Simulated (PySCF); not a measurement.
SMILES [SiH3][SiH2][SiH2]c1cccs1 (C4H10SSi3), GFN2-xTB optimised geometry. Atoms within 1.6 Å of the plane z = 0.0 Å (x, y, z in Å): Si1 (1.57, 0.02, 0.26), Si2 (0.61, -2.07, 0.00), Si3 (-1.72, -2.07, 0.00), C4 (-2.28, -0.29, 0.00), C5 (-2.74, 0.48, -1.03), C6 (-2.99, 1.82, -0.69), C7 (-2.71, 2.08, 0.62), S8 (-2.15, 0.68, 1.44), H9 (0.89, 1.01, -0.58), H10 (2.99, 0.08, -0.10), H12 (1.08, -2.71, -1.24), H13 (1.09, -3.00, 1.04), H14 (-2.36, -2.67, -1.18), H15 (-2.33, -2.71, 1.17), H17 (-3.35, 2.56, -1.37), H18 (-2.81, 3.00, 1.16).

Calculation: B3LYP/def2-SVP (PySCF). Cells within 0.4 Å of a nucleus heavier than hydrogen are left out (blank, or x).

Map of the electrostatic potential (hartree/e), clipped to [-0.08, 0.12] on the plane z = 0.0 Å:

```
|1112222211111111111111111111111|
|1122222221111111111111111111111|
|1122222221111111111111111111111|
|1122222221111111111111111111111|
|1122233221111111111111111111111|
|1112334431100001111111111111111|
|1112368852100000011111111111111|
|1112599995100000001111111111111|
|0012899999200000001111111111111|
|0003999999310000111222211111111|
|0002999999410001134444321111111|
|0002799999521001389999642111111|
|0001499999731112699999974211111|
|0001389999942123899999999831111|
|0000279999962225999999999972111|
|00001799x9993236999xx9999982111|
|0000169xxx995457999999999952111|
|00000499x9997669999999997421111|
|0000039999999999999999963211111|
|0000137999999999999999742211111|
|1111249999999999999999632111111|
|111125999xxx9999xxx999532111111|
|111125999xx99999xx9999532111111|
|1111249999999999999997321111111|
|1111135999999999999984221111111|
|1111123599999889999742111111111|
|1111112346776555654321111111111|
|1111111223444333322111111111111|
|1111111122233222221111111111111|
|1111111112222222111111111111111|
|1111111111222211111111111111111|
```
Scale: ten equal steps from -0.022 (start of '0') to 0.120 (end of '9'), in the order '0123456789'; x runs from -5.00 to 5.00, y from -5.00 (bottom) to 5.00 (top).
